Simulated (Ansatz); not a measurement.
Reaction (hydrogenolysis of a Ge–O bond): `[OH][GeH2][NH][SiH3]` + H₂ → `[SiH3][NH][GeH3]` + H₂O

Gas-phase electronic energies from Ansatz, PBE0-D4/def2-TZVP geometries. CBS: MP2 limit from def2 TZ/QZ plus the TZ coupled-cluster correction, frozen cores. This one scheme is used for every species. For Ge outer-core shells are correlated without core-valence functions, which leaves a few kJ/mol of doubt a bond. Scalar relativity is left out up to krypton. One conformer a species, not always the lowest.

```tsv
species	CCSD(T)/CBS(def2) energy (Eh)
`[OH][GeH2][NH][SiH3]`	-2499.33217
H₂	-1.17544
`[SiH3][NH][GeH3]`	-2424.11992
H₂O	-76.37941
```

Question: Work out ΔE.

Answer: ΔE = (-2424.11992) + (-76.37941) − (-2499.33217) − (-1.17544) = 0.00828 Eh = +21.7 kJ/mol.

Largest T1 diagnostic among the species: 0.012.

From PBE to PBE0 (25 % exact exchange), in def2-TZVPP and without D4, ΔE moves by −4.0 kJ/mol. The D4 term adds +4.5 kJ/mol with B3LYP and +2.5 kJ/mol with PBE0; it sums over pairs of atoms, weighted by their polarisabilities, and B3LYP, whose exchange is more repulsive, gets the larger term.

B3LYP here is the variant with VWN-RPA as its local correlation; programs differ in this.
